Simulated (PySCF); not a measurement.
Compound: C₆H₉Si (charge -1).
Bonds: Si1–C2, C2–C3, C3–C4 (aromatic), C4–C5 (aromatic), C5–C6 (aromatic), C6–C7 (aromatic), C3–C7 (aromatic). Hydrogens: H8, H9, H10 on Si1; H11, H12 on C2; H13 on C4; H14 on C5; H15 on C6; H16 on C7.

NICS = −σ at a ghost point: NICS(0) at the centroid of the ring atoms, NICS(1) 1 Å to either side along the normal of their mean plane, zz for the tensor component along that normal. Level: GIAO PBE0/pcSseg-1 (PySCF, non-relativistic, gas phase) on the GFN2-xTB geometry, one conformer.

Ring bond lengths (Å), with Mayer bond orders in brackets: C3–C4 1.398 (1.39), C4–C5 1.392 (1.41), C5–C6 1.395 (1.41), C6–C7 1.392 (1.41), C7–C3 1.398 (1.39).

Q: Give the NICS values of each ring in ppm.

A: 
| ring | type | NICS(0) | NICS(1), two faces | NICS(1)zz, two faces | rms pucker (Å) | centre to ring atoms, mean (Å) |
| --- | --- | --- | --- | --- | --- | --- |
| C3–C4–C5–C6–C7 | 5-membered carbocycle; formal bonds all aromatic | -13.8 | -11.6 / -11.1 | -31.2 / -30.1 | 0.00 | 1.19 |

Q: What do they say, and how far can they be read as aromaticity?

A: 
- C3–C4–C5–C6–C7: mean NICS(1)zz -30.6 ppm, shielded. For a flat ring without four-coordinate atoms the NICS criterion counts such a value as aromatic.

Q: How equal are the bonds by HOMA? HOMA = 1 − mean of α(R − Ropt)² over the ring bonds, with Krygowski's 1993 parameters (CC: Ropt 1.388 Å, α 257.7 Å⁻²).

A: 
- C3–C4–C5–C6–C7: HOMA 0.99 = 1 − EN − GEO, with mean bond length 1.395 Å, EN = α(Ropt − mean)² = 0.013 and GEO = α × variance = 0.002. The geometric and the magnetic index point the same way.

Q: At the first NICS(1) probe listed for ring C3–C4–C5–C6–C7, 1 Å off the ring, what do the in-plane components average?

A: The isotropic value is a third of the trace: (3 × -11.6 − (-31.2))/2 = -1.8 ppm.

Q: List the ring angles and the Hirshfeld charges of the ring atoms.

A: 
- C3–C4–C5–C6–C7: C3 107.7° (-0.089 e), C4 108.1° (-0.172 e), C5 108.0° (-0.176 e), C6 108.0° (-0.175 e), C7 108.1° (-0.171 e); sum 540.0° against 540° for a flat convex ring.

The values belong to the conformer `[SiH3:1][CH2:2][c:3]1[cH:4][cH:5][cH-:6][cH:7]1`: Si1–C2–C3–C4 -92°.
